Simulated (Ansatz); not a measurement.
CH$_{4}$BGeI (`[I][GeH]1[BH][CH2]1`). Total charge 0; spin multiplicity 1. I takes the def2 core potential. The structure was optimised at the PBE0-D4/def2-TZVP level.

```xyz
8

I     1.412   -0.044   -2.937
Ge    0.689    0.713   -0.656
B    -1.115    0.354    0.044
C    -0.444   -0.482    1.028
H     1.987    0.835    0.161
H    -2.139    0.311   -0.550
H     0.460   -0.237    1.587
H    -0.850   -1.450    1.323
```

Question: What is the dipole moment at PBE/def2-TZVPP? (Best estimate.)

Answer: Computed: 1.16 D, with components (0.60, 0.13, 0.99) D in this frame, pointing from negative to positive charge.

Question: And with r2SCAN, B3LYP, ωB97M-V? (Estimate.)

Answer: Ansatz gave: r2SCAN 1.23 D, B3LYP 1.19 D, ωB97M-V 1.27 D.

Question: Give the Mulliken charges with PBE, ωB97M-V, B3LYP in def2-TZVPP. (Best estimate.)

Answer: Computed: 
| atom | PBE | ωB97M-V | B3LYP |
| --- | --- | --- | --- |
| I1 | -0.21 | -0.19 | -0.22 |
| Ge2 | 0.22 | 0.14 | 0.19 |
| B3 | -0.05 | -0.06 | -0.01 |
| C4 | -0.23 | -0.30 | -0.28 |
| H5 | 0.03 | 0.07 | 0.03 |
| H6 | 0.02 | 0.09 | 0.04 |
| H7 | 0.12 | 0.13 | 0.13 |
| H8 | 0.10 | 0.12 | 0.11 |

B3LYP here is the variant with VWN-RPA as its local correlation; programs differ in this.
